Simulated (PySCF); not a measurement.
F₄H₂OTi, SMILES [F][Ti]([F])(<-[OH2])([F])[F], multiplicity 1.

The structure is a stationary point at PBE0-D3(BJ)/def2-SVP. The spin state was assumed, not searched.

Level of theory: TDA-PBE0/def2-SVPD (PySCF 2.14.0).

Vertical excitations. Gas-phase values at a fixed geometry. State labels are in the subgroup Cs.

Problem. Give excitation energies, oscillator strengths and character. (An estimate is asked for; the answer gives what the named calculation found.)

Solution. 
```json
[
 {"state": "S1", "symmetry": "A\"", "energy (eV)": "6.65", "λ (nm)": "186", "f": "0.005", "main pairs": "HOMO→LUMO 96 %"},
 {"state": "S2", "symmetry": "A'", "energy (eV)": "6.67", "λ (nm)": "186", "f": "0.005", "main pairs": "HOMO→LUMO+1 96 %"},
 {"state": "S3", "symmetry": "A\"", "energy (eV)": "7.04", "λ (nm)": "176", "f": "0.000", "main pairs": "HOMO−2→LUMO 70 %, HOMO−1→LUMO+1 28 %"},
 {"state": "S4", "symmetry": "A\"", "energy (eV)": "7.12", "λ (nm)": "174", "f": "0.002", "main pairs": "HOMO−1→LUMO+1 66 %, HOMO−2→LUMO 27 %"},
 {"state": "S5", "symmetry": "A'", "energy (eV)": "7.18", "λ (nm)": "173", "f": "0.005", "main pairs": "HOMO−1→LUMO 40 %, HOMO−2→LUMO+1 39 %, HOMO−3→LUMO 15 %"},
 {"state": "S6", "symmetry": "A\"", "energy (eV)": "7.42", "λ (nm)": "167", "f": "0.002", "main pairs": "HOMO−3→LUMO+1 77 %"},
 {"state": "S7", "symmetry": "A'", "energy (eV)": "7.44", "λ (nm)": "167", "f": "0.006", "main pairs": "HOMO−3→LUMO 64 %, HOMO−1→LUMO 16 %, HOMO−6→LUMO+1 11 %"},
 {"state": "S8", "symmetry": "A'", "energy (eV)": "7.51", "λ (nm)": "165", "f": "0.014", "main pairs": "HOMO−2→LUMO+1 34 %, HOMO−5→LUMO 33 %, HOMO−1→LUMO 20 %"},
 {"state": "S9", "symmetry": "A\"", "energy (eV)": "7.63", "λ (nm)": "162", "f": "0.001", "main pairs": "HOMO−5→LUMO+1 44 %, HOMO−4→LUMO 42 %, HOMO−6→LUMO 12 %"},
 {"state": "S10", "symmetry": "A'", "energy (eV)": "7.65", "λ (nm)": "162", "f": "0.002", "main pairs": "HOMO−4→LUMO+1 69 %, HOMO−5→LUMO 11 %"},
 {"state": "T1", "symmetry": "A\"", "energy (eV)": "6.45", "λ (nm)": "192", "f": "0", "main pairs": "HOMO→LUMO 91 %"},
 {"state": "T2", "symmetry": "A'", "energy (eV)": "6.50", "λ (nm)": "191", "f": "0", "main pairs": "HOMO→LUMO+1 84 %"},
 {"state": "T3", "symmetry": "A'", "energy (eV)": "6.70", "λ (nm)": "185", "f": "0", "main pairs": "HOMO−2→LUMO+1 48 %, HOMO−1→LUMO 36 %, HOMO→LUMO+1 12 %"},
 {"state": "T4", "symmetry": "A'", "energy (eV)": "6.76", "λ (nm)": "183", "f": "0", "main pairs": "HOMO−1→LUMO 53 %, HOMO−2→LUMO+1 44 %"}
]
```
Triplets are in the Tamm–Dancoff approximation.
